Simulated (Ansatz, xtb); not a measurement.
**Relative energy of two isomers of CH5BFO+**

We compare X, `C[OH+]BF`, a singlet, with Y, `[OH2+]CBF`, a singlet. Both are isolated ions in the gas phase, relaxed with r2SCAN-D4/def2-SVP; the shapes shown needn't be the lowest conformers.

X (Å):

```xyz
9

C    -0.8219   -0.4604   -1.8789
B     0.8402   -2.3190   -1.0143
F     0.8185   -3.5214   -0.5577
O    -0.4761   -1.8112   -1.3310
H    -1.3054   -0.6261   -2.8477
H     0.1331    0.0637   -1.9811
H    -1.4776    0.0202   -1.1450
H    -1.2401   -2.4074   -1.1740
H     1.7643   -1.5952   -1.2040
```

Y (Å):

```
atom    x (Å)    y (Å)    z (Å)
   C  -0.5633  -1.3072  -0.9569
   B   1.0033  -1.1103  -1.1154
   F   1.4616  -1.4702  -2.3045
   O  -1.0508  -2.0195  -2.1941
   H  -1.9636  -1.8356  -2.4933
   H  -0.4013  -1.9754  -2.9339
   H  -1.0985  -0.3463  -0.8885
   H  -0.8560  -1.9523  -0.1157
   H   1.7075  -0.6564  -0.2623
```

Quicker runs give these differences E(Y) − E(X): GFN2-xTB +30.4 kcal/mol; HF/STO-3G +40.4 kcal/mol (at GFN2-xTB geometries); r2SCAN-D4/def2-SVP//GFN2-xTB +26.7 kcal/mol.

Problem. Estimate E(Y) − E(X) at the level CCSD(T)/def2-TZVP.

Solution. Calculated at CCSD(T)/def2-TZVP: E(Y) − E(X) = +28.1 kcal/mol, so structure X lies lower.

The same difference at several levels:

```csv
level,geometry,E(Y) − E(X) (kcal/mol),departure from the last row (kcal/mol),"job, with rough time for the two"
GFN2-xTB,GFN2-xTB,+30.4,+2.3,"optimisation, 0.39 s"
HF/STO-3G,GFN2-xTB,+40.4,+12.3,"single point, 0.56 s"
r2SCAN-D4/def2-SVP//GFN2-xTB,GFN2-xTB,+26.7,−1.5,"single point, 3.3 s"
r2SCAN-D4/def2-SVP,r2SCAN-D4/def2-SVP,+26.7,−1.4,"optimisation, 74 s"
HF/def2-TZVP,r2SCAN-D4/def2-SVP,+30.3,+2.2,part of the CCSD(T) run
MP2/def2-TZVP,r2SCAN-D4/def2-SVP,+28.4,+0.3,part of the CCSD(T) run
CCSD(T)/def2-TZVP,r2SCAN-D4/def2-SVP,+28.1,,"single point, 76 s"
```

As drawn, Y has 1 C–B, 1 O–H in place of 1 B–O, 1 C–H.

The levels shown agree on the order. The largest departure from CCSD(T)/def2-TZVP is that of HF/STO-3G, 12.3 kcal/mol.

With harmonic frequencies from r2SCAN-D4/def2-SVP (ideal gas, rigid rotor, one conformer each, 298.15 K, 1 atm): on the last row, ΔE + ΔZPE = +27.4, ΔH = +27.3, ΔG = +27.7 kcal/mol.

The correlated steps freeze 4 core orbitals. Mirror images aren't counted in ΔG. Run with Ansatz 0.2.0, xtb 6.7.1; the last row on 2 threads of Intel(R) Xeon(R) Processor @ 2.50GHz (Skylake/Cascade Lake) on a shared host.
